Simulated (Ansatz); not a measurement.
Total energies of CH₃BO₂Se.

```csv
atom,x (Å),y (Å),z (Å)
O1,-0.572,-1.283,-1.026
C2,-0.116,-0.563,-0.047
O3,0.127,-1.214,1.014
B4,0.139,1.008,-0.118
Se5,0.793,1.674,1.474
H6,-0.724,-0.700,-1.784
H7,0.470,-0.473,1.644
H8,-0.115,1.550,-1.157
```

Total charge 0; spin multiplicity 1. Correlated methods include outer-core shells of Se, which these sets cover unevenly. Scalar relativity is left out up to krypton. The bonds changed during the relaxation, so this is another structure than the one it started from. All single points use the PBE0-D4/def2-TZVP geometry. It is one conformer, not always the lowest. Basis def2-TZVPP, Ansatz.

RPA on PBE orbitals: Hartree–Fock energy of these orbitals -2613.89011 Eh, correlation -1.54539 Eh (frozen core).

```
             functional  energy without D4 (Eh)  D4 term (kJ/mol)
            LDA (SPW92)             -2611.75053                 –
                    PBE             -2616.26482             -16.9
                 r2SCAN             -2616.74446              -4.0
                  B3LYP             -2616.90258             -27.6
                r2SCANh             -2616.72706              -4.2
HSE06 (plane-wave form)             -2616.33384             -13.2
                  BHLYP             -2616.73306             -21.0
                ωB97X-V             -2616.56871                 –
                ωB97M-V             -2616.65920                 –
                 B2PLYP             -2616.32988                 –
```

Question: Give the same for revPBE, BLYP, B97M-V, PBE0, r2SCAN0, CAM-B3LYP, LC-ωPBE, PBE-QIDH. (An estimate is asked.)

Answer: Ansatz gave: 
| functional | energy without D4 (Eh) | D4 term (kJ/mol) |
| --- | --- | --- |
| revPBE | -2616.60409 | -53.3 |
| BLYP | -2616.85442 | -37.9 |
| B97M-V | -2616.38945 | – |
| PBE0 | -2616.34079 | -14.2 |
| r2SCAN0 | -2616.70257 | -4.7 |
| CAM-B3LYP | -2616.89809 | -14.4 |
| LC-ωPBE | -2616.38779 | – |
| PBE-QIDH | -2615.98779 | – |

B3LYP takes the VWN-RPA correlation (the form of Gaussian; ORCA's B3LYP/G). HSE06 is the plane-wave form, built on full-range PBE exchange. The double hybrids freeze the cores in their second-order part.

LC-ωPBE has ω = 0.4 bohr⁻¹.
